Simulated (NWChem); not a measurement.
System: C₃H₄F₂; SMILES FC1(F)CC1

The following NWChem deck was run.

```
start job
memory heap 200 mb stack 900 mb global 1100 mb
geometry units angstroms noautoz
  F      0.000000    -1.107653     0.958418
  C      0.000000     0.000000     0.179173
  F      0.000000     1.107653     0.958418
  C     -0.774294     0.000000    -1.081999
  C      0.774294     0.000000    -1.081999
  H     -1.276453     0.919334    -1.367730
  H     -1.276453    -0.919334    -1.367730
  H      1.276453     0.919334    -1.367730
  H      1.276453    -0.919334    -1.367730
end
basis spherical
  * library def2-svpd
end
dft
  xc hfexch
  iterations 150
  vectors input atomic output neutral.movecs
end
task dft energy
charge 1
dft
  odft
  mult 2
  vectors input atomic output cation.movecs
end
task dft energy
```

Parts of the log:

```
             Northwest Computational Chemistry Package (NWChem) 7.3.0
             --------------------------------------------------------

 C2V symmetry detected

                             Geometry "geometry" -> ""
                             -------------------------

 Output coordinates in angstroms (scale by  1.889725989 to convert to a.u.)

  No.       Tag          Charge          X              Y              Z
 ---- ---------------- ---------- -------------- -------------- --------------
    1 F                    9.0000     0.00000000    -1.10765300     0.96162665
    2 C                    6.0000     0.00000000     0.00000000     0.18238165
    3 F                    9.0000     0.00000000     1.10765300     0.96162665
    4 C                    6.0000    -0.77429400     0.00000000    -1.07879035
    5 C                    6.0000     0.77429400     0.00000000    -1.07879035
    6 H                    1.0000    -1.27645300     0.91933400    -1.36452135
    7 H                    1.0000    -1.27645300    -0.91933400    -1.36452135
    8 H                    1.0000     1.27645300     0.91933400    -1.36452135
    9 H                    1.0000     1.27645300    -0.91933400    -1.36452135

 Effective nuclear repulsion energy (a.u.)     183.5525440578

      Symmetry information
      --------------------

 Group name             C2v
 Group number             16
 Group order               4
 No. of unique centers     4

  xc_inp: hfexch multiplicative factor not found.

                                 NWChem DFT Module
                                 -----------------

 Summary of "ao basis" -> "ao basis" (spherical)
 ------------------------------------------------------------------------------
       Tag                 Description            Shells   Functions and Types
 ---------------- ------------------------------  ------  ---------------------
 F                         def2-svpd                 9       23   4s3p2d
 C                         def2-svpd                 8       20   4s2p2d
 H                         def2-svpd                 4        8   2s2p

      Symmetry analysis of basis
      --------------------------

        a1         48
        a2         23
        b1         33
        b2         34

            General Information
            -------------------
          SCF calculation type: DFT
          Wavefunction type:  closed shell.
          No. of atoms     :     9
          No. of electrons :    40
           Alpha electrons :    20
            Beta electrons :    20
          Charge           :     0
          Spin multiplicity:     1
          Use of symmetry is: on ; symmetry adaption is: on
          Maximum number of iterations: 150
          AO basis - number of functions:   138
                     number of shells:    58
          Convergence on energy requested:  1.00D-06
          Convergence on density requested:  1.00D-05
          Convergence on gradient requested:  5.00D-04

              XC Information
              --------------
                     Hartree-Fock (Exact) Exchange  1.000

      Superposition of Atomic Density Guess
      -------------------------------------

 Sum of atomic energies:        -313.46674996

      Non-variational initial energy
      ------------------------------

 Total energy =    -316.051789
 1-e energy   =    -795.725819
 2-e energy   =     296.121486
 HOMO         =      -0.306744
 LUMO         =       0.074801

      Symmetry analysis of molecular orbitals - initial
      -------------------------------------------------

  Numbering of irreducible representations:

     1 a1          2 a2          3 b1          4 b2

  Orbital symmetries:

     1 a1          2 b2          3 a1          4 b1          5 a1
     6 a1          7 b2          8 a1          9 b1         10 a1
    11 b2         12 a1         13 b1         14 a2         15 b2
    16 a1         17 b2         18 a2         19 a1         20 b1
    21 a1         22 b1         23 b2         24 a1         25 b2
    26 a1         27 b1         28 a2         29 a1         30 b1

   convergence    iter        energy       DeltaE   RMS-Dens  Diis-err
 ---------------- ----- ----------------- --------- --------- ---------
 d= 0,ls=0.0,diis     1   -314.4449317210 -4.98D+02  9.72D-03  7.62D-01
 d= 0,ls=0.0,diis     2   -314.5175094270 -7.26D-02  3.60D-03  2.12D-01
 d= 0,ls=0.0,diis     3   -314.5361722292 -1.87D-02  1.56D-03  7.09D-03
 d= 0,ls=0.0,diis     4   -314.5373819380 -1.21D-03  3.22D-04  4.35D-04
 d= 0,ls=0.0,diis     5   -314.5374524230 -7.05D-05  1.51D-04  3.50D-05
  Resetting Diis
 d= 0,ls=0.0,diis     6   -314.5374594071 -6.98D-06  3.35D-05  1.61D-06
 d= 0,ls=0.0,diis     7   -314.5374599533 -5.46D-07  4.60D-06  6.66D-08

         Total DFT energy =     -314.537459953338
      One electron energy =     -798.110418403795
           Coulomb energy =      337.090509074043
    Exchange-Corr. energy =      -37.070094681432
 Nuclear repulsion energy =      183.552544057845

 Numeric. integr. density =        0.000000000000

                  Occupations of the irreducible representations
                  ----------------------------------------------

                     irrep           alpha         beta
                     --------     --------     --------
                     a1                9.0          9.0
                     a2                2.0          2.0
                     b1                4.0          4.0
                     b2                5.0          5.0

                       DFT Final Molecular Orbital Analysis
                       ------------------------------------

 Vector   18  Occ=2.000000D+00  E=-5.489556D-01  Symmetry=a2
              MO Center= -2.2D-14, -1.6D-15, -1.2D+00, r^2= 2.4D+00
   Bfn.  Coefficient  Atom+Function         Bfn.  Coefficient  Atom+Function
  ----- ------------  ---------------      ----- ------------  ---------------
    72      0.309699  4 C  py                92     -0.309699  5 C  py
   107      0.249312  6 H  s                115     -0.249312  7 H  s
   123     -0.249312  8 H  s                131      0.249312  9 H  s
    75      0.143983  4 C  py                95     -0.143983  5 C  py
   108      0.142182  6 H  s                116     -0.142182  7 H  s

 Vector   19  Occ=2.000000D+00  E=-4.689240D-01  Symmetry=a1
              MO Center= -8.8D-15,  5.5D-16, -9.2D-01, r^2= 1.8D+00
   Bfn.  Coefficient  Atom+Function         Bfn.  Coefficient  Atom+Function
  ----- ------------  ---------------      ----- ------------  ---------------
    26      0.847123  2 C  s                 33     -0.366538  2 C  pz
    71     -0.309671  4 C  px                91      0.309671  5 C  px
    74     -0.292776  4 C  px                94      0.292776  5 C  px
    69     -0.275547  4 C  s                 89     -0.275547  5 C  s
    73      0.242800  4 C  pz                93      0.242800  5 C  pz

 Vector   20  Occ=2.000000D+00  E=-4.503105D-01  Symmetry=b1
              MO Center=  6.8D-15,  8.9D-16, -3.0D-01, r^2= 2.1D+00
   Bfn.  Coefficient  Atom+Function         Bfn.  Coefficient  Atom+Function
  ----- ------------  ---------------      ----- ------------  ---------------
    28      0.423582  2 C  px                69     -0.395342  4 C  s
    89      0.395342  5 C  s                 73     -0.288854  4 C  pz
    93      0.288854  5 C  pz                 5      0.229448  1 F  px
    48      0.229448  3 F  px                74     -0.225042  4 C  px
    94     -0.225042  5 C  px                76     -0.221279  4 C  pz

 Vector   21  Occ=0.000000D+00  E= 9.841981D-02  Symmetry=a1
              MO Center= -6.3D-15,  1.9D-15, -1.4D+00, r^2= 1.1D+01
   Bfn.  Coefficient  Atom+Function         Bfn.  Coefficient  Atom+Function
  ----- ------------  ---------------      ----- ------------  ---------------
    70      3.315230  4 C  s                 90      3.315230  5 C  s
   108     -2.861825  6 H  s                116     -2.861825  7 H  s
   124     -2.861825  8 H  s                132     -2.861825  9 H  s
    69      2.181672  4 C  s                 89      2.181672  5 C  s
     4     -1.089382  1 F  s                 47     -1.089382  3 F  s

 Vector   22  Occ=0.000000D+00  E= 1.177145D-01  Symmetry=b1
              MO Center= -3.8D-13,  4.6D-12, -1.4D+00, r^2= 1.1D+01
   Bfn.  Coefficient  Atom+Function         Bfn.  Coefficient  Atom+Function
  ----- ------------  ---------------      ----- ------------  ---------------
    70      6.492754  4 C  s                 90     -6.492754  5 C  s
   108     -3.371476  6 H  s                116     -3.371476  7 H  s
   124      3.371476  8 H  s                132      3.371476  9 H  s
    74     -1.126450  4 C  px                94     -1.126450  5 C  px
    86     -0.928117  4 C  d  2             106      0.928117  5 C  d  2

 Vector   23  Occ=0.000000D+00  E= 1.273975D-01  Symmetry=a1
              MO Center=  7.8D-13,  1.8D-15,  6.1D-01, r^2= 1.2D+01
   Bfn.  Coefficient  Atom+Function         Bfn.  Coefficient  Atom+Function
  ----- ------------  ---------------      ----- ------------  ---------------
    27     13.726541  2 C  s                  4     -4.934613  1 F  s
    47     -4.934613  3 F  s                 70     -3.941362  4 C  s
    90     -3.941362  5 C  s                108      1.299739  6 H  s
   116      1.299739  7 H  s                124      1.299739  8 H  s
   132      1.299739  9 H  s                 33      1.265525  2 C  pz

     Multipole analysis of the density
     ---------------------------------

     L   x y z        total         alpha         beta         nuclear
     -   - - -        -----         -----         ----         -------
     0   0 0 0      0.000000    -20.000000    -20.000000     40.000000

     1   1 0 0     -0.000000     -0.000000     -0.000000      0.000000
     1   0 1 0     -0.000000     -0.000000     -0.000000      0.000000
     1   0 0 1     -1.029405     -0.514703     -0.514703      0.000000

[...]
```

Level: Hartree-Fock/def2-SVPD, vertical spin-unrestricted ions. The geometry was optimised at B3LYP/6-31G* (spherical d).
